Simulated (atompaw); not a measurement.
**Before and after: PAW (atompaw) potential for Ge**

* Element: germanium (Ge)
* Generator: atompaw 4.2.0.5
* Type: PAW
* Functional: PBEsol
* Relativity: non-relativistic
* Frozen core: [Ar] 3d10
* Valence charge: 4
* Reference configuration: 4s2 4p2
* Partial waves: 4s (bound): rc 2.00 bohr; 4s channel at 2 Ry: rc 2.00 bohr; 4p (bound): rc 2.15 bohr; 4p channel at 4.65 Ry: rc 1.95 bohr; 4d channel at 0.2 Ry: rc 2.15 bohr; 4d channel at 1.1 Ry: rc 2.15 bohr
* Local potential: troulliermartins scheme with l = 3 at 1 Ry, radius 1.55 bohr
* Core correction: smooth core density matched at 2.10 bohr
* Augmentation charge: besselshape compensation charge, radius 2.15 bohr; PAW radius 2.15 bohr; waves and projectors: custom rrkj gramschmidtortho

Change: wave 4s channel at 2 Ry: rc 2.00 bohr becomes 4s channel at 2 Ry: rc 1.24 bohr.

Cutoffs: the cutoffs (Ry, on a coarse ladder) from which the occupation-weighted sum of valence levels, in a spherical-Bessel basis at the reference potential, stays within 10 and 1 mRy of its value at 400 Ry; they do not see the model core or the augmentation charge, which bear on the density cutoff.

Task: What does the change do?

Result: Both files are so soft that the ladder of cutoffs tells neither apart; the bound ghosts move from d to d, s; the range in which the s phases agree widens (upper end 1.3 → at the end of the scan).

```csv
quantity,base,changed
"cutoff, loose",8 Ry,8 Ry
"cutoff, tight",12 Ry,12 Ry
bound ghosts,d,"s, d"
s: phases at 2.16 bohr within 0.05 rad from the reference energy up to (Ry; the scan ends near 5),1.3,to the end of the scan
p: phases at 2.16 bohr within 0.05 rad from the reference energy up to (Ry; the scan ends near 5),to the end of the scan,to the end of the scan
d: phases at 2.16 bohr within 0.05 rad from the reference energy up to (Ry; the scan ends near 5),to the end of the scan,to the end of the scan
lowest overlap eigenvalue by channel,"s 0.34, p 0.61, d 0.93","s 0.10, p 0.61, d 0.93"
```

 A true bound ghost makes a file unfit for plane-wave use even where its test errors are small: the radial tests pick states by their node count and pass the ghost by. The cutoffs see the waves, projectors and local potential, not the compensation charge or the core.
